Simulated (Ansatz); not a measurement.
Level of theory: Ansatz (an electronic-structure program) with PBE0-D3(BJ)/def2-TZVP. No frequencies were computed at this level.

Ansatz 0.2 input:
```yaml
crystal:
  periodic: [false, false, false]
  atoms:
    - { symbol: Si, position_ang: [-1.0317, -2.151231, -0.565206] }
    - { symbol: Ga, position_ang: [0.002446, -0.004432, 0.007109] }
    - { symbol: Si, position_ang: [-1.406105, 1.964111, 0.387865] }
    - { symbol: Si, position_ang: [2.439474, 0.183656, 0.181209] }
    - { symbol: H, position_ang: [-0.349173, -3.318249, 0.04032] }
    - { symbol: H, position_ang: [-2.444454, -2.254438, -0.132141] }
    - { symbol: H, position_ang: [-1.050381, -2.424942, -2.021724] }
    - { symbol: H, position_ang: [-0.779015, 3.228939, -0.060582] }
    - { symbol: H, position_ang: [-2.706179, 1.898538, -0.31889] }
    - { symbol: H, position_ang: [-1.748017, 2.184292, 1.812945] }
    - { symbol: H, position_ang: [2.981428, 1.391536, -0.483825] }
    - { symbol: H, position_ang: [3.164505, -0.956252, -0.425592] }
    - { symbol: H, position_ang: [2.927174, 0.258472, 1.578514] }
basis:
  gaussian: { orbitals: def2-tzvp }
hamiltonian:
  xc: pbe0
  dispersion: d3bj
relax:
  max_steps: 150
```

Output:

```
Functional definition: PBE0
1613 factors; their error is unknown
mean field evaluation 1: about -76138.7702 eV, gradient 2.8e1 eV
mean field evaluation 2: about -76138.8436 eV, gradient 3.6e1 eV
mean field evaluation 4: about -76140.5503 eV, gradient 1.2e0 eV
mean field evaluation 8: about -76140.8399 eV, gradient 1.8e-1 eV
mean field -76140.83990881 eV, -2798.1242565338 hartree, gradient 1.3e-5 eV, S^2 0.000000; 0 other end points of the search recorded, 0 dependent functions left out
reference -76140.83995430 eV, -2798.1242582055 hartree; 41, 41 occupied and 172, 172 virtual orbitals, 1613 factors
relax step   1: F+E_penalty+E_count = -76141.11198464 eV  Δ(F+E_penalty+E_count) = +0.000e0 eV  max|allowed force component| = 2.441e-1 eV/Å  Δτ_max = 0.0000 Å  (24 SCF iters, accepted)
these checks for a lower state are left out or cut short: starts, cluster_reference, orbital_swaps, neighbouring_geometries, increment
1613 factors; their error is unknown
mean field evaluation 16: about -76140.5739 eV, gradient 4.4e0 eV
mean field -76140.89610666 eV, -2798.1263217666 hartree, gradient 1.8e-5 eV, S^2 0.000000; 0 other end points of the search recorded, 0 dependent functions left out
reference -76140.89615197 eV, -2798.1263234318 hartree; 41, 41 occupied and 172, 172 virtual orbitals, 1613 factors
relax step   2: F+E_penalty+E_count = -76141.17504487 eV  Δ(F+E_penalty+E_count) = -6.306e-2 eV  max|allowed force component| = 1.351e-1 eV/Å  Δτ_max = 0.1507 Å  (28 SCF iters, accepted)
these checks for a lower state are left out or cut short: starts, cluster_reference, orbital_swaps, neighbouring_geometries, increment
1613 factors; their error is unknown
mean field -76140.90704831 eV, -2798.1267238650 hartree, gradient 7.3e-5 eV, S^2 0.000000; 0 other end points of the search recorded, 0 dependent functions left out
reference -76140.90709362 eV, -2798.1267255301 hartree; 41, 41 occupied and 172, 172 virtual orbitals, 1613 factors
relax step   3: F+E_penalty+E_count = -76141.18472355 eV  Δ(F+E_penalty+E_count) = -9.679e-3 eV  max|allowed force component| = 3.699e-2 eV/Å  Δτ_max = 0.0402 Å  (26 SCF iters, accepted)
these checks for a lower state are left out or cut short: starts, cluster_reference, orbital_swaps, neighbouring_geometries, increment
1613 factors; their error is unknown
mean field evaluation 32: about -76140.9081 eV, gradient 7.6e-5 eV
mean field -76140.90808423 eV, -2798.1267619342 hartree, gradient 7.6e-5 eV, S^2 0.000000; 0 other end points of the search recorded, 0 dependent functions left out
reference -76140.90812952 eV, -2798.1267635987 hartree; 41, 41 occupied and 172, 172 virtual orbitals, 1613 factors
relax step   4: F+E_penalty+E_count = -76141.18572757 eV  Δ(F+E_penalty+E_count) = -1.004e-3 eV  max|allowed force component| = 2.480e-2 eV/Å  Δτ_max = 0.0110 Å  (26 SCF iters, accepted)
these checks for a lower state are left out or cut short: starts, cluster_reference, orbital_swaps, neighbouring_geometries, increment
1613 factors; their error is unknown
mean field -76140.90849591 eV, -2798.1267770633 hartree, gradient 7.1e-5 eV, S^2 0.000000; 0 other end points of the search recorded, 0 dependent functions left out
reference -76140.90854119 eV, -2798.1267787274 hartree; 41, 41 occupied and 172, 172 virtual orbitals, 1613 factors
relax step   5: F+E_penalty+E_count = -76141.18626541 eV  Δ(F+E_penalty+E_count) = -5.378e-4 eV  max|allowed force component| = 1.381e-2 eV/Å  Δτ_max = 0.0153 Å  (27 SCF iters, accepted)
these checks for a lower state are left out or cut short: starts, cluster_reference, orbital_swaps, neighbouring_geometries, increment
1613 factors; their error is unknown
mean field -76140.90861718 eV, -2798.1267815198 hartree, gradient 7.1e-5 eV, S^2 0.000000; 0 other end points of the search recorded, 0 dependent functions left out
reference -76140.90866247 eV, -2798.1267831842 hartree; 41, 41 occupied and 172, 172 virtual orbitals, 1613 factors
relax step   6: F+E_penalty+E_count = -76141.18642837 eV  Δ(F+E_penalty+E_count) = -1.630e-4 eV  max|allowed force component| = 6.764e-3 eV/Å  Δτ_max = 0.0087 Å  (26 SCF iters, accepted)
these checks for a lower state are left out or cut short: starts, cluster_reference, orbital_swaps, neighbouring_geometries, increment
1613 factors; their error is unknown
mean field -76140.90878544 eV, -2798.1267877032 hartree, gradient 7.1e-5 eV, S^2 0.000000; 0 other end points of the search recorded, 0 dependent functions left out
reference -76140.90883075 eV, -2798.1267893684 hartree; 41, 41 occupied and 172, 172 virtual orbitals, 1613 factors
relax step   7: F+E_penalty+E_count = -76141.18662753 eV  Δ(F+E_penalty+E_count) = -1.992e-4 eV  max|allowed force component| = 1.305e-2 eV/Å  Δτ_max = 0.0158 Å  (25 SCF iters, accepted)
these checks for a lower state are left out or cut short: starts, cluster_reference, orbital_swaps, neighbouring_geometries, increment
1613 factors; their error is unknown
mean field -76140.90887356 eV, -2798.1267909415 hartree, gradient 7.2e-5 eV, S^2 0.000000; 0 other end points of the search recorded, 0 dependent functions left out
reference -76140.90891889 eV, -2798.1267926075 hartree; 41, 41 occupied and 172, 172 virtual orbitals, 1613 factors
relax step   8: F+E_penalty+E_count = -76141.18671288 eV  Δ(F+E_penalty+E_count) = -8.535e-5 eV  max|allowed force component| = 1.331e-2 eV/Å  Δτ_max = 0.0129 Å  (26 SCF iters, accepted)
these checks for a lower state are left out or cut short: starts, cluster_reference, orbital_swaps, neighbouring_geometries, increment
1613 factors; their error is unknown
mean field -76140.90891422 eV, -2798.1267924360 hartree, gradient 2.3e-5 eV, S^2 0.000000; 0 other end points of the search recorded, 0 dependent functions left out
reference -76140.90895957 eV, -2798.1267941023 hartree; 41, 41 occupied and 172, 172 virtual orbitals, 1613 factors
relax step   9: F+E_penalty+E_count = -76141.18674149 eV  Δ(F+E_penalty+E_count) = -2.861e-5 eV  max|allowed force component| = 5.063e-3 eV/Å  Δτ_max = 0.0089 Å  (22 SCF iters, accepted)
1613 factors; their error is unknown
mean field evaluation 64: about -76140.6222 eV, gradient 1.1e0 eV
mean field -76140.90891422 eV, -2798.1267924360 hartree, gradient 2.3e-5 eV, S^2 0.000000; 1 other end points of the search recorded, 0 dependent functions left out
reference -76140.90895957 eV, -2798.1267941023 hartree; 41, 41 occupied and 172, 172 virtual orbitals, 1613 factors
Total energy: -76141.18678683 eV, -2798.1370040659 hartree
Atom 0 at    -1.029184    -2.139257    -0.525137 Å, force     0.000931     0.000154    -0.001031 eV/Å
Atom 1 at    -0.007632    -0.003670    -0.031248 Å, force     0.001559     0.003183    -0.005063 eV/Å
Atom 2 at    -1.375447     1.955155     0.348499 Å, force     0.000085    -0.002307     0.003577 eV/Å
Atom 3 at     2.398239     0.180640     0.147571 Å, force    -0.001902    -0.001502     0.003691 eV/Å
Atom 4 at    -0.281955    -3.273597     0.086335 Å, force    -0.000433    -0.001786    -0.000083 eV/Å
Atom 5 at    -2.449452    -2.227407    -0.086742 Å, force    -0.001268    -0.000793     0.000393 eV/Å
Atom 6 at    -1.000444    -2.329411    -2.005702 Å, force     0.000340     0.001776     0.003424 eV/Å
Atom 7 at    -0.700352     3.219220    -0.056860 Å, force     0.000665    -0.000084     0.000122 eV/Å
Atom 8 at    -2.688642     1.884485    -0.350557 Å, force     0.000063     0.000130    -0.001066 eV/Å
Atom 9 at    -1.649977     2.040460     1.813476 Å, force    -0.001750     0.001055    -0.001357 eV/Å
Atom 10 at     2.908552     1.424429    -0.494380 Å, force    -0.000797     0.000784    -0.000592 eV/Å
Atom 11 at     3.125132    -0.977567    -0.441681 Å, force     0.000810    -0.000457    -0.000822 eV/Å
Atom 12 at     2.751165     0.246521     1.596426 Å, force     0.001698    -0.000153    -0.001193 eV/Å
Dipole moment:    -0.004027    -0.001863    -0.016399 e Å
```

Cost: around 110 core-seconds (rough).
